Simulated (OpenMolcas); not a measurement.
## Rh4+: effect of the IPEA shift

```
Program             : OpenMolcas 26.06
Basis               : ANO-RCC-VTZP [7s6p4d2f1g]
Scalar Hamiltonian  : DKH2, point nucleus
Active space        : 11 electrons in 8 orbitals (RAS1 4p, at most 2 holes; RAS2 4d)
State averaging     : 2S+1 = 6 even, 1 root; 2S+1 = 4 even, 24 roots; 2S+1 = 2 even, 70 roots
Spin-orbit coupling : RASSI with atomic mean-field integrals over the reference wave functions, term energies averaged over their components
```

Methods on the same reference wave functions:
A. RASSCF
B. MS-RASPT2, IPEA 0 Eh, imaginary shift 0.1 Eh (closed shells correlated: 4s)
C. MS-RASPT2, IPEA 0.25 Eh, imaginary shift 0.1 Eh (closed shells correlated: 4s)

Energies in cm⁻¹ above 4d⁵ ⁶S_5/2.

```
               Level      A      B      C
          4d⁵ ⁶S_5/2    0.0    0.0    0.0
          4d⁵ ⁴G_5/2  30435  25860  26420
          4d⁵ ⁴G_7/2  30914  26240  26790
         4d⁵ ⁴G_11/2  31057  26350  26910
          4d⁵ ⁴G_9/2  31156  26460  27010
   4d⁵ ⁴P_5/2 [54 %]  31372  28520  29150
   4d⁵ ⁴P_3/2 [57 %]  31854  29150  29770
   4d⁵ ⁴P_1/2 [69 %]  32446  30110  30730
          4d⁵ ⁴D_7/2  36372  31500  32110
   4d⁵ ⁴D_1/2 [70 %]  37130  32700  33310
   4d⁵ ⁴D_5/2 [57 %]  37412  33320  33960
   4d⁵ ⁴D_3/2 [57 %]  37478  33420  34040
         4d⁵ ²I_11/2  45115  37970  38990
         4d⁵ ²I_13/2  46007  38730  39750
4d⁵ ²D_3/2(1) [50 %]  46034  41730  42630
   4d⁵ ⁴F_9/2 [72 %]  48395  42710  43520
          4d⁵ ⁴F_5/2  48934  43720  44480
   4d⁵ ²H_9/2 [52 %]  52207  46100  47130
         4d⁵ ²H_11/2  54431  48590  49650
       4d⁵ ²G_7/2(1)  54832  47560  48710
4d⁵ ²F_5/2(2) [72 %]  57840  50570  51650
       4d⁵ ²F_7/2(2)  58056  50710  51750
          4d⁵ ²S_1/2  62361  54630  55930
       4d⁵ ²D_3/2(2)  68690  61660  62840
```

Between B and C the level of the table that moves most is 4d⁵ ²S_1/2, by 1300 cm-1 (lowest in B, highest in C). Moves below CASPT2's spread within the term are not significant.

From A to B the spin-free energies of the other terms of 4d⁵ shown, above ⁶S, scale by factors of 0.84 to 0.94, as is usual when dynamic correlation screens the repulsion within a d or f shell.

The lowest spin-free term lies below A's lowest term by 0.350 hartree in B, 0.341 hartree in C.

CASPT2 does not keep the components of a term degenerate, so their means are used; among the terms shown or strongly mixed into the levels shown the widest spread is 890 cm-1 (4d⁵ ²I, C). Active for correlation alone: 4p; no level in the range computed is led by a configuration that opens it, so any true level of that kind is missing. Without dynamic correlation excited terms often stand tens of per cent too high (terms of higher spin than the ground term too low), and those without a measured partner can miss by more than the paired ones (holds for A). The CASPT2 spread within a term exceeds the gap to the next term for 4d⁵ ²D(1) and 4d⁵ ⁴F, 4d⁵ ²G(1) and 4d⁵ ²H, so the order of their levels is uncertain, and so are names and mixing where such terms share a J (holds for C). Only configurations of the active space appear. Levels that lie high or do not pair safely by name in every column are left out.

A share in square brackets marks a mixed level and gives the weight of the term that names it, the lowest over the columns. A number in round brackets counts repeated terms of one configuration in the order of the reference energies.
